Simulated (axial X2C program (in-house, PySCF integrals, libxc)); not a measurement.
HfAs: properties at the nuclei

Computed with an in-house all-electron X2C program for linear molecules (integrals from PySCF): two-component X2C with atomic mean-field Coulomb and Gaunt terms, Gaussian nuclei, basis Hf dyall-cv3z, As dyall-cv3z with contracted cores.

R = 2.394 Å (near the PBE0 minimum at charge 0 of the determinant lowest at the starting distance; the state shown can have its own minimum elsewhere).

Determinant lowest in the PBE0 search, Ω = 1/2 (⟨Sz⟩ = 0.50, ⟨Lz⟩ = 0.00 at PBE0), spin on the atoms Hf 0.40, As 0.10:

```tsv
level	Eeff magnitude (GV/cm)	Ws magnitude Hf (kHz)	A∥/gI Hf (MHz)	qzz Hf (a.u.)	A∥/gI As (MHz)	qzz As (a.u.)	μ (D)
PBE0	13.4	21.3	3170	-4.83	232	-0.16	-5.07
B3LYP	12.8	20.3	2920	-5.05	265	0.08	-4.75
LDA	15.8	26.4	3440	-5.48	294	-0.09	-4.51
BP86	14.2	23.1	3410	-5.41	249	-0.13	-4.52
```

Determinant 0.36 eV from it at PBE0 and this distance, Ω = 3/2 (⟨Sz⟩ = 0.50, ⟨Lz⟩ = 1.00 at PBE0), spin on the atoms Hf 0.10, As 0.40:

| level | Eeff magnitude (GV/cm) | Ws magnitude Hf (kHz) | A∥/gI Hf (MHz) | qzz Hf (a.u.) | A∥/gI As (MHz) | qzz As (a.u.) | μ (D) |
| --- | --- | --- | --- | --- | --- | --- | --- |
| PBE0 | 1.35 | 1.23 | 43.7 | -6.42 | 178 | -3.59 | -3.84 |
| HF | 73.4 | 47.1 | -28.7 | -6.70 | 19.7 | -4.20 | -4.17 |
| B3LYP | 0.392 | 0.662 | 61.5 | -6.52 | 206 | -3.55 | -3.72 |
| LDA | 0.554 | 0.76 | 79.1 | -6.42 | 222 | -3.61 | -3.26 |
| BP86 | 0.588 | 0.77 | 74 | -6.46 | 204 | -3.57 | -3.29 |

Eeff is the effective electric field on the electron electric dipole moment in this Ω state and Ws the scalar–pseudoscalar constant of the nucleus named (defined with the proton number Z and per Ω); A∥ (defined per Ω) follows by multiplying with gI = μI/(I μN); qzz is the electric field gradient, eQq0 = 234.96 MHz × Q/barn × qzz; μ is positive if the As end (last atom) is positive. The operators were transformed with the bare-nucleus X2C matrices; with these basis sets, hyperfine constants and field gradients can be off by tens of per cent, and where levels differ in sign neither size nor sign is settled.

With gI(177Hf) = 0.2267, Q(177Hf) = 3.365 barn, gI(75As) = 0.9597 (g factors from the IAEA table of nuclear moments by Stone; Q from Pyykkö, Mol. Phys. 2018), turn the PBE0 values of the first state into constants in MHz.

A∥(177Hf) = 3170 × 0.2267 = 719 MHz; eQq0(177Hf) = 234.96 × (3.365) × (-4.83) = -3820 MHz; A∥(75As) = 232 × 0.9597 = 223 MHz.

Each state is one determinant with collinear spin. Unrestricted Hartree–Fock can overshoot spin polarisation at the nuclei. In the state Ω = 3/2 the sign of Eeff differs between levels (HF against PBE0). Where Eeff spreads by more than a factor of two the levels disagree and none is to be relied on. Left out as unconverged or as another state under the same occupation: HF in at least one table. States lie within half an eV, so the first need not be the ground state. The sign of Ws at Hf differs between levels in the second state. Further determinants of the search, some of them spin-mixed, are not shown. Where a field gradient or hyperfine factor spreads by more than a factor of two over the levels, a constant derived from it is not to be relied on. PBE0 term energies can be off by some tenths of an eV.
